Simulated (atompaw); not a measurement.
## u(r) = r·R(r): atom against pseudo-atom (Rb)

Columns: radius, all-electron u(r) and pseudo u(r) of the 4s shell (level -31.97 eV) of rubidium in the configuration [Ar] 3d10 4s2 4p6 5s1 5p0; LDA (PW92), scalar-relativistic, PAW (atompaw) scheme, atompaw 4.2.0.5.

```json
{"r (bohr)": "0.110", "all-electron": "0.3008", "pseudo": "0.1424"}
{"r (bohr)": "0.219", "all-electron": "-0.0466", "pseudo": "0.2799"}
{"r (bohr)": "0.329", "all-electron": "-0.4400", "pseudo": "0.4114"}
{"r (bohr)": "0.438", "all-electron": "-0.4465", "pseudo": "0.5312"}
{"r (bohr)": "0.548", "all-electron": "-0.2040", "pseudo": "0.6387"}
{"r (bohr)": "0.658", "all-electron": "0.1166", "pseudo": "0.7304"}
{"r (bohr)": "0.767", "all-electron": "0.4124", "pseudo": "0.8039"}
{"r (bohr)": "0.877", "all-electron": "0.6470", "pseudo": "0.8596"}
{"r (bohr)": "0.987", "all-electron": "0.8083", "pseudo": "0.8962"}
{"r (bohr)": "1.096", "all-electron": "0.9021", "pseudo": "0.9141"}
{"r (bohr)": "1.206", "all-electron": "0.9423", "pseudo": "0.9144"}
{"r (bohr)": "1.315", "all-electron": "0.9413", "pseudo": "0.8987"}
{"r (bohr)": "1.425", "all-electron": "0.9110", "pseudo": "0.8687"}
{"r (bohr)": "1.535", "all-electron": "0.8611", "pseudo": "0.8266"}
{"r (bohr)": "1.644", "all-electron": "0.8001", "pseudo": "0.7758"}
{"r (bohr)": "1.754", "all-electron": "0.7328", "pseudo": "0.7179"}
{"r (bohr)": "1.863", "all-electron": "0.6643", "pseudo": "0.6567"}
{"r (bohr)": "1.973", "all-electron": "0.5963", "pseudo": "0.5934"}
{"r (bohr)": "2.083", "all-electron": "0.5314", "pseudo": "0.5309"}
{"r (bohr)": "2.192", "all-electron": "0.4712", "pseudo": "0.4715"}
{"r (bohr)": "2.302", "all-electron": "0.4152", "pseudo": "0.4155"}
{"r (bohr)": "2.412", "all-electron": "0.3643", "pseudo": "0.3644"}
{"r (bohr)": "2.521", "all-electron": "0.3189", "pseudo": "0.3189"}
{"r (bohr)": "2.631", "all-electron": "0.2779", "pseudo": "0.2779"}
{"r (bohr)": "2.740", "all-electron": "0.2419", "pseudo": "0.2419"}
{"r (bohr)": "2.850", "all-electron": "0.2097", "pseudo": "0.2097"}
```

Problem. How many radial nodes do the two functions have?

Solution. The all-electron 4s function has n − l − 1 = 3 (the table is too coarse to show those close to the nucleus); the pseudo-wave has 0, since the states of the same l below it are removed with the core.

Problem. At about which radius was the pseudo-wave matched?

Solution. 2.55 bohr. The columns agree to 0.0005 from 2.08 bohr on; several derivatives are matched, so the curves merge somewhat inside the radius.

Problem. Where does each function peak?

Solution. Outermost all-electron maximum near 1.21 bohr, pseudo maximum near 1.21 bohr (to the table’s step).

Problem. Is the pseudo-wave norm-conserving?

Solution. No, it belongs to a PAW set: the norm inside the radius is not constrained, and the difference is carried by the augmentation charge.
